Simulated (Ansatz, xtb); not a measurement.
**Isomers of C4H7BO3 in order of energy**

6 gas-phase structures of C4H7BO3, from a drawn sample of its isomers (lower ones may exist). Each was relaxed with GFN2-xTB; where two conformers were screened, the lower at r2SCAN-D4/def2-SVP is listed:

A. `COB1OC=CCO1`, a singlet
B. `OB(O)C1=COCC1`, a singlet
C. `O=CC1COBOC1`, a singlet
D. `O=CC[C@@H]1COBO1`, a singlet
E. `C=C[C@@H]1COB(O)O1`, a singlet
F. `COC1=[O+][BH2-]OC=C1`, a singlet

Question: Make a reasoned guess at their ranking by r2SCAN-D4/def2-SVP single-point energy.

Answer: Calculated order at r2SCAN-D4/def2-SVP: E (0.0), A (16.9), B (67.1), D (134.8), C (135.5), F (212.7) kJ/mol. Less than 1 kcal/mol parts D and C, so the order within that pair means little.

Energies above the lowest of each column, in kJ/mol; the last columns are at B3LYP/def2-SVP geometries and were run for some of them only (a dash: not run or not comparable):

| structure | GFN2-xTB | HF/STO-3G | r2SCAN-D4/def2-SVP | B3LYP/def2-SVP | CCSD(T)/def2-SVP + ΔMP2/def2-TZVPP |
| --- | --- | --- | --- | --- | --- |
| E | 10.4 | 28.1 | 0.0 | 0.0 | 0.0 |
| A | 0.0 | 0.0 | 16.9 | 11.7 | 38.1 |
| B | 78.2 | 129.5 | 67.1 | 75.3 | 70.7 |
| D | 76.8 | 103.5 | 134.8 | – | – |
| C | 75.2 | 117.4 | 135.5 | – | – |
| F | 122.9 | 262.7 | 212.7 | – | – |

CCSD(T)/def2-SVP + ΔMP2/def2-TZVPP puts E lowest of those it was run on; GFN2-xTB picks A, HF/STO-3G picks A. Flexible structures stand in one conformer each, not always the lowest. Frequencies (GFN2-xTB) were run for A, B, E alone. The ΔMP2 step shifts differences by up to 19.4 kJ/mol, which makes them less sure. ΔMP2 is the change of the MP2 energy from the smaller to the larger basis.

Over these structures GFN2-xTB departs from r2SCAN-D4/def2-SVP by 35.5 kJ/mol on average once a common shift is removed. A GFN2-xTB relaxation took about 0.098 s and the r2SCAN-D4/def2-SVP energy about 0.64 s on a shared host (Ansatz 0.2.0, xtb 6.7.1).
